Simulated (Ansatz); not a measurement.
`C=C=C(C)BCl` + HBr → `ClBBr` + `C=C=CC` at 500 K and 1 bar (ligand exchange at a B–C bond).

Isolated molecules relaxed with PBE0-D4/def2-TZVP in Ansatz; ΔE leaves out vibrations. CCSD(T)/CBS adds triple-zeta CCSD(T) − MP2 to the extrapolated MP2 energy (def2 sets, frozen cores). For Br outer-core shells are correlated without core-valence functions, which leaves a few kJ/mol of doubt a bond. Scalar relativity is left out up to krypton. Each species was taken in one conformer, which may not be the lowest.

| species | CCSD(T)/CBS energy (Eh) | H − E (kJ/mol) | S (J/(mol·K)) |
| --- | --- | --- | --- |
| `C=C=C(C)BCl` | -640.38080 | 282.3 | 424.7 |
| HBr | -2573.91920 | 30.5 | 213.7 |
| `ClBBr` | -3058.55678 | 61.3 | 314.7 |
| `C=C=CC` | -155.75749 | 255.9 | 339.0 |

H − E and S are ideal-gas, rigid-rotor, harmonic terms from PBE0-D4/def2-TZVP, for one conformer and one mirror image of each species. 1 Eh = 2625.50 kJ/mol, R = 8.31446 J/(mol·K).

Q: By hand: ΔE, ΔH, ΔS and ΔG.

A: ΔE = (-3058.55678) + (-155.75749) − (-640.38080) − (-2573.91920) = -0.01427 Eh = -37.5 kJ/mol. Δ(H − E) = 61.3 + 255.9 − 282.3 − 30.5 = 4.4, so ΔH = -33.1 kJ/mol. ΔS = 314.7 + 339.0 − 424.7 − 213.7 = 15.3 J/(mol·K). ΔG = -33.1 − 500 × (15.3)/1000 = -40.8 kJ/mol.

Q: By hand: the equilibrium constant, and the temperature at which ΔG would vanish if ΔH and ΔS stayed fixed.

A: log₁₀ K = −ΔG/(RT ln 10) = 4.3. ΔH and −TΔS have one sign here, so there is no such temperature.

ΔH outweighs TΔS. A doubt of 5 kJ/mol in ΔE shifts log₁₀ K by 0.5 here. Other conformers and mirror images would add mixing entropy, several J/(mol·K) or more a flexible species. These are equilibria of isolated gas molecules and say nothing of rates. Largest T1 diagnostic: 0.012 (customary marks: 0.02 for closed shells, 0.045 for open ones).
